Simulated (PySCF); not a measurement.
SMILES [SiH3][SiH2]c1cccs1 (GFN2-xTB optimised geometry):

```
15

Si    -0.563     3.070     2.134
Si     0.036     2.248     0.056
C     -0.188     0.385    -0.004
C      0.754    -0.600     0.001
C      0.218    -1.906     0.000
C     -1.139    -1.906     0.000
S     -1.779    -0.311     0.000
H     -2.017     3.174     2.295
H     -0.013     4.410     2.353
H     -0.079     2.229     3.233
H     -0.763     2.800    -1.047
H      1.447     2.462    -0.298
H      1.809    -0.390    -0.001
H      0.816    -2.800    -0.002
H     -1.809    -2.742    -0.003
```

Method: B3LYP/def2-TZVP (PySCF).

What are the frontier orbital energies and the dipole moment?

HOMO-2 -8.52 eV, HOMO-1 -7.11 eV, HOMO -6.65 eV, LUMO -0.97 eV, LUMO+1 -0.31 eV; dipole moment 0.88 D.

Meta-Löwdin charges at B3LYP/def2-TZVP: Si1 0.24, Si2 0.41, C3 -0.36, C4 -0.13, C5 -0.15, C6 -0.26, S7 0.29, H8 -0.08, H9 -0.09, H10 -0.08, H11 -0.09, H12 -0.09, H13 0.12, H14 0.13, H15 0.14.
